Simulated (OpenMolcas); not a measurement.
## Ti2+: ligand-field states by method

Ti2+ with its 6 nearest oxide ions at 2.298 Å, on the Ca site of CaO (a = 4.8105 Å, distance in the model lattice 2.405 Å). The rest of the host is ab initio model potentials to 7.6 Å, with orthogonalisation functions on the cations behind the ligands, and point charges beyond; the distance is set by hand and nothing relaxes. Ligand basis ANO-RCC-VDZP.
```
Ti    0.0000    0.0000    0.0000
O     2.2980    0.0000    0.0000
O     0.0000    2.2980    0.0000
O    -2.2980    0.0000    0.0000
O     0.0000   -2.2980    0.0000
O     0.0000    0.0000    2.2980
O     0.0000    0.0000   -2.2980
```

```
Program             : OpenMolcas 26.06
Basis               : ANO-RCC-VTZP [6s5p3d2f1g]
Scalar Hamiltonian  : DKH2, point nucleus
Active space        : 2 electrons in 5 orbitals (3d)
State averaging     : 2S+1 = 3 even, 10 roots; 2S+1 = 1 even, 15 roots
Spin-orbit coupling : state interaction with AMFI integrals over the reference wave functions
```

I. CASSCF
II. SS-CASPT2, IPEA 0.25 Eh, imaginary shift 0.1 Eh (closed shells correlated: 3s 3p and the ligand valence shells)
III. SS-CASPT2, IPEA 0 Eh, imaginary shift 0.1 Eh (closed shells correlated: 3s 3p and the ligand valence shells)

Spin-free states (labels of O, the rotations of Oh) in cm-1, each column counted from its own energy of the first state listed:

```tsv
State	Degeneracy	I	II	III
3T1	3	0	0	0
1T2	3	11078	7930	8020
1E	2	11190	8340	8380
3T2	3	12108	13630	13730
1A1	1	22755	17150	16480
3T1	3	23116	21890	21630
1T2	3	25255	23170	23050
3A2	1	26036	28490	28390
1T1	3	27870	25980	26170
1E	2	39883	39000	38990
1A1	1	57009	50990	50620
```

From I to II, I's first state of the same spin (3T2) moves from 12108 to 13630 cm-1, by about +1500 cm-1.

From I to II, I's first state of another spin (1T2) moves from 11078 to 7930 cm-1, by about -3100 cm-1.

I: A least-squares ligand-field fit to the states below 45000 cm-1, each weighted by its degeneracy and with a free common offset, gives 10Dq = 14107 cm-1, B = 803 cm-1 and C = 2996 cm-1 (C/B = 3.73), with an rms deviation of 297 cm-1. The same method and metal basis give the free ion B = 891 cm-1 (fit to its terms below 60000 cm-1, rms deviation 68 cm-1), so the nephelauxetic ratio is β = 803 / 891 = 0.90; it hangs on how both fits weigh the states, and computed free-ion B values tend to be too large, so β mixes covalency with correlation.

II: A least-squares ligand-field fit to the states below 45000 cm-1, each weighted by its degeneracy and with a free common offset, gives 10Dq = 15351 cm-1, B = 629 cm-1 and C = 2103 cm-1 (C/B = 3.34), with an rms deviation of 337 cm-1. The same method and metal basis give the free ion B = 791 cm-1 (fit to its terms below 60000 cm-1, rms deviation 557 cm-1), so the nephelauxetic ratio is β = 629 / 791 = 0.80; it hangs on how both fits weigh the states, and computed free-ion B values tend to be too large, so β mixes covalency with correlation.

III: A least-squares ligand-field fit to the states below 45000 cm-1, each weighted by its degeneracy and with a free common offset, gives 10Dq = 15360 cm-1, B = 609 cm-1 and C = 2135 cm-1 (C/B = 3.51), with an rms deviation of 473 cm-1. The same method and metal basis give the free ion B = 769 cm-1 (fit to its terms below 60000 cm-1, rms deviation 623 cm-1), so the nephelauxetic ratio is β = 609 / 769 = 0.79; it hangs on how both fits weigh the states, and computed free-ion B values tend to be too large, so β mixes covalency with correlation.

From I to II, 10Dq changes by +9 %, B by -22 % and C by -30 %.

χT at 300 K: I 1.10, II 1.10, III 1.10 cm3 K/mol.

Roots that are degenerate in the reference are averaged as groups; the widest CASPT2 spread within a group is 390 cm-1 (the 3-fold group of multiplicity 1 near 23000 cm-1 above the lowest state of its run, III). Shifts and gaps below about the spread of the groups concerned are not significant. Over all roots computed the reference weight is 0.70 to 0.71 in II, 0.70 to 0.71 in III; a low but even weight reflects the number of correlated electrons. An orbital triplet at a regular site is open to Jahn-Teller coupling, which can distort the site and quench the lowest spin-orbit gaps and is left out. Ligand-to-metal charge-transfer states are missing. With no ligand orbital active B as a rule stays too high, so bands that hang on it stand too high and its fall with covalency is understated. Without dynamic correlation the repulsion within the d shell is too large (B by tens of per cent), so at a given field states of lower spin stand too high (holds for I). With metal d orbitals alone and no dynamic correlation 10Dq can be off by a tenth to a fifth, either way, in oxide and fluoride hosts (holds for I). With one d shell and no ligand orbital active, 10Dq can be off by tens of per cent for divalent 3d ions, low with halides held by bare charges and at times high in hosts (holds for II; III). No measured value stands beside these numbers; the geometry was set by hand and not optimised.
